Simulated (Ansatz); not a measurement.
Molecule: sum formula HSiO, net charge 0, doublet state. It need not be the lowest isomer of its formula. 
Structure (B3LYP-D3(BJ)/def2-TZVP (Ansatz, a first-principles code) minimum search):
```xyz
3

Si    -0.0147    -0.5041    -0.0112
O     -0.1485     1.0191     0.0164
H      1.3936    -1.0954     0.0249
```
Charge 0, spin multiplicity 2.

Computed values are from Ansatz. Correlated levels leave the core frozen unless marked. Open shells are spin-unrestricted. Spin-orbit coupling is left out. No relativistic terms. CBS(X,Y): correlation extrapolated as X^-3; Hartree-Fock from the larger set.

```json
{
 "atomisation energy De": "906.8 kJ/mol at CCSD(T)/CBS(aug-cc-pV(T+d)Z,aug-cc-pV(Q+d)Z)",
 "total_energy": "-364.7886 Eh at CCSD(T)/CBS(aug-cc-pV(T+d)Z,aug-cc-pV(Q+d)Z)",
 "dipole_moment": "3.24 D at CCSD(T)/aug-cc-pV(D+d)Z",
 "T1 diagnostic": "0.029 at CCSD/aug-cc-pV(Q+d)Z"
}
```
